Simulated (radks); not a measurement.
The numbers below are computed, except where a source is named.
Species: the strontium ion Sr16+. Configuration: [Ar] 3d4.

Level of theory: scalar-relativistic Kohn-Sham, PBEsol, spin-polarised, spherical densities, finite nucleus; open shells are filled with parallel spins first (spin-orbit coupling, left out, can overturn this in heavy ions); Fermi nuclear charge, rms radius 4.224 fm (a radial shooting solver on a logarithmic mesh with Libxc functionals).

Energy parts (Ry):
part                        energy
total                  -6101.01386
kinetic                 6263.68224
electron-nucleus      -13863.94132
Hartree                 1672.40151
exchange-correlation    -173.15630

Orbitals (lengths in bohr, moments of r in powers of bohr; r(90%) holds 90 % of the orbital's charge):
orbital	occ.	eigenvalue (Ry)	<r^2>	r(90%)	<r^4>
1s up	1	-1208.707	0.002069	0.0701	0.00001105
1s down	1	-1208.701	0.002069	0.0701	0.00001105
2s up	1	-196.7667	0.03488	0.266	0.002087
2s down	1	-196.2099	0.03476	0.265	0.002073
2p up	3	-179.1999	0.02748	0.244	0.001499
2p down	3	-178.7819	0.02735	0.244	0.001484
3s up	1	-57.78687	0.2397	0.671	0.08619
3s down	1	-57.07015	0.2417	0.674	0.08776
3p up	3	-52.08515	0.2383	0.678	0.08873
3p down	3	-51.35386	0.2408	0.682	0.09078
3d up	4	-43.24399	0.2080	0.656	0.07638
3d down	0	-42.39653	0.2118	0.663	0.07953

The highest occupied level is 3d up at -588.36 eV. Summed over all electrons, <r^2> = 2.989 bohr^2, which gives a Langevin (diamagnetic) susceptibility term of -2.37 x 10^-6 cm^3/mol. The density falls to 0.001 e/bohr^3 at r = 1.33 bohr. Spin moment in Bohr magnetons: 4.
